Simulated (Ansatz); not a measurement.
Reaction (substitution at a C–Al bond): `[CH3][Al]1[CH2][SiH2]1` + `C[O][Ge][OH]` → `C[O][Ge][O]C` + `[CH2]1[AlH][SiH2]1`

Program: Ansatz. Geometries: PBE0-D4/def2-TZVP. ΔE: electronic, gas phase. CBS: MP2 limit from def2 TZ/QZ plus the TZ coupled-cluster correction, frozen cores. For Ge outer-core shells are correlated without core-valence functions, which leaves a few kJ/mol of doubt a bond. Scalar relativity is left out up to krypton. Each species was taken in one conformer, which may not be the lowest.

```
                 species  CCSD(T)/CBS(def2) energy (Eh)
`[CH3][Al]1[CH2][SiH2]1`                     -611.36603
          `C[O][Ge][OH]`                    -2266.95631
          `C[O][Ge][O]C`                    -2306.19530
    `[CH2]1[AlH][SiH2]1`                     -572.08710
```

Problem. Work out ΔE.

Solution. ΔE = (-2306.19530) + (-572.08710) − (-611.36603) − (-2266.95631) = 0.03994 Eh = +104.9 kJ/mol.

Largest T1 diagnostic among the species: 0.015.

In def2-TZVPP, CCSD(T) changes the Hartree–Fock value by +13.3 kJ/mol (the triples alone add +1.0 kJ/mol) and MP2 by +20.8 kJ/mol.
